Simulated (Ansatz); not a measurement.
Molecule: C4H8Se, net charge 0, singlet state. 
Structure (B3LYP-D3(BJ)/def2-TZVP (Ansatz, an electronic-structure program) minimum search):
SMILES: C=C(C)C[SeH]
```xyz
13

C     -2.1514     1.4023     0.4879
C     -1.4058     0.3067     0.6146
C     -1.9699    -1.0760     0.4727
C      0.0529     0.4074     0.9215
Se     1.2420    -0.1556    -0.5815
H     -3.2114     1.3440     0.2752
H     -1.7257     2.3928     0.5899
H     -1.5044    -1.5970    -0.3676
H     -1.7706    -1.6712     1.3691
H     -3.0459    -1.0525     0.3072
H      0.3500     1.4339     1.1222
H      0.3376    -0.2087     1.7728
H      1.1874    -1.5943    -0.2785
```
Charge 0, spin multiplicity 1.

Quantity: vertical ionisation energy (to the doublet state of charge +1; each state is the SCF solution reached for its spin), in eV. Correlated levels leave the core frozen unless marked. UHF or UKS for open shells. Spin-orbit coupling is left out. Frozen are the shells of the preceding noble gas and the d and f shells that filled before the atom's block. Non-relativistic. CBS(X,Y): correlation extrapolated as X^-3; Hartree-Fock from the larger set. The bracket is a focal-point correction in the basis named.

RI-MP2/CBS(aug-cc-pVTZ,aug-cc-pVQZ)+[CCSD(T)-MP2]/aug-cc-pVTZ (Ansatz) gives 8.92 eV.

Question: Another calculation gave 8.65 eV. Which level was it?
A. r2SCAN/def2-TZVPD (Ansatz)
B. wB97M-V/def2-TZVPD (Ansatz)
C. BHLYP/def2-TZVPD (Ansatz)

Answer: C, BHLYP/def2-TZVPD (Ansatz). The others give 8.79 (wB97M-V), 8.53 (r2SCAN) eV.
